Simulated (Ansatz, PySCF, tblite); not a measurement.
Potential energy curve for BeO, singlet.

Methods: GFN2-xTB, 300 K electronic temperature (tblite); UKS-CAM-B3LYP = unrestricted CAM-B3LYP/cc-pVDZ (Ansatz, an electronic-structure program); RKS-B3LYP/3-21G = restricted B3LYP/3-21G (PySCF).

Energies are in eV, each relative to the lowest point of its own curve near equilibrium.

```csv
R / Å,GFN2-xTB,UKS-CAM-B3LYP,RKS-B3LYP/3-21G
1.06,(withheld),3.199,4.051
1.14,0.925,1.324,1.847
1.19,0.363,0.642,0.996
1.26,0.019,0.134,0.297
1.27,0.001,0.095,0.235
1.32,0.000,0.000,0.039
1.35,(withheld),0.010,0.000
1.42,(withheld),(withheld),0.084
1.44,0.404,0.261,(withheld)
1.55,1.036,0.720,0.662
1.61,1.428,(withheld),1.032
```

### Question
What belongs in the gaps?

### Answer

- 1.06, GFN2-xTB: 2.662
- 1.35, GFN2-xTB: 0.057
- 1.42, GFN2-xTB: 0.309
- 1.42, UKS-CAM-B3LYP: 0.182
- 1.44, RKS-B3LYP/3-21G: 0.144
- 1.61, UKS-CAM-B3LYP: 0.853

The scan ran from 1.06 to 5.21 Å; beyond the distances shown full CI changes its symmetry label. The unrestricted determinant behind UKS-CAM-B3LYP is spin-contaminated at 1.55 to 1.61 Å (<S²> up to 1.0, against 0.00 for a pure singlet). The restricted form behind RKS-B3LYP/3-21G keeps the bonding electrons paired and can't separate into open-shell fragments.
